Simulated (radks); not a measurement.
Results of a calculation; reference values are marked as such.
Task: The mean radii <r> (bohr) of the occupied orbitals of an atom or ion are listed with their occupations. Code: a radial shooting solver on a logarithmic mesh with Libxc functionals. Model: scalar-relativistic Kohn-Sham, BLYP, spin-unpolarised, spherical densities, finite nucleus; Fermi nuclear charge, rms radius of each element as measured or else 0.836 A^(1/3) + 0.57 fm.

orbital  occ.      <r>
1s          2  0.01835
2s          2  0.07757
2p          6  0.06943
3s          2   0.2011
3p          6   0.2013
3d         10   0.1824
4s          2   0.4496
4p          6   0.4780
4d         10   0.5114
5s          2    1.067
5p          6    1.247
4f         14   0.6078
5d          4    1.888

Name the element and its charge.

Result: Z = 74, tungsten, charge +2: W2+ in [Xe] 4f14 5d4. The 1s radius gives Z: for a bare nucleus <r> = (2 gamma + 1)/(2Z) with gamma = sqrt(1 - (Z/c)^2), 0.01813 bohr for Z = 74, and screening makes it slightly larger (0.01835 here). The occupations add up to 72, and the charge is Z minus that.
